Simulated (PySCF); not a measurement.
Radial density of Te⁺ (tellurium, charge +1)

wB97X, [Kr] 4d10 5s1 5p3 5d1, high-spin 6D determinant (an excited configuration). All numbers are calculated (PySCF 2.14, a scalar-relativistic core potential, in aug-cc-pVTZ-PP with ECP28MDF (6s5p4d2f, 55 functions)). This is the valence pseudo-density: the core potential removes the inner electrons and smooths the orbitals near the nucleus.

```json
{"r (bohr)": "0.00219", "4πr²ρ (e/bohr)": "2.248e-05", "4πr²(ρα − ρβ)": "0.0000"}
{"r (bohr)": "0.00369", "4πr²ρ (e/bohr)": "6.199e-05", "4πr²(ρα − ρβ)": "0.0000"}
{"r (bohr)": "0.00621", "4πr²ρ (e/bohr)": "0.0001635", "4πr²(ρα − ρβ)": "0.0000"}
{"r (bohr)": "0.0104", "4πr²ρ (e/bohr)": "0.0003892", "4πr²(ρα − ρβ)": "0.0000"}
{"r (bohr)": "0.0176", "4πr²ρ (e/bohr)": "0.0007795", "4πr²(ρα − ρβ)": "0.0001"}
{"r (bohr)": "0.0295", "4πr²ρ (e/bohr)": "0.001328", "4πr²(ρα − ρβ)": "0.0002"}
{"r (bohr)": "0.0497", "4πr²ρ (e/bohr)": "0.001819", "4πr²(ρα − ρβ)": "0.0002"}
{"r (bohr)": "0.0836", "4πr²ρ (e/bohr)": "0.003645", "4πr²(ρα − ρβ)": "0.0002"}
{"r (bohr)": "0.141", "4πr²ρ (e/bohr)": "0.02539", "4πr²(ρα − ρβ)": "0.0005"}
{"r (bohr)": "0.236", "4πr²ρ (e/bohr)": "0.3396", "4πr²(ρα − ρβ)": "0.0070"}
{"r (bohr)": "0.398", "4πr²ρ (e/bohr)": "5.235", "4πr²(ρα − ρβ)": "0.1579"}
{"r (bohr)": "0.669", "4πr²ρ (e/bohr)": "25.10", "4πr²(ρα − ρβ)": "0.4931"}
{"r (bohr)": "1.13", "4πr²ρ (e/bohr)": "13.02", "4πr²(ρα − ρβ)": "0.2376"}
{"r (bohr)": "1.89", "4πr²ρ (e/bohr)": "3.341", "4πr²(ρα − ρβ)": "2.4564"}
{"r (bohr)": "3.18", "4πr²ρ (e/bohr)": "1.130", "4πr²(ρα − ρβ)": "1.1249"}
{"r (bohr)": "5.35", "4πr²ρ (e/bohr)": "0.1298", "4πr²(ρα − ρβ)": "0.1298"}
{"r (bohr)": "9.01", "4πr²ρ (e/bohr)": "0.001789", "4πr²(ρα − ρβ)": "0.0018"}
```

Energies and moments cover only the electrons outside the core potential. The outer electron is Rydberg-like, and this basis confines it to a smaller radius and binds it less than a complete one would.
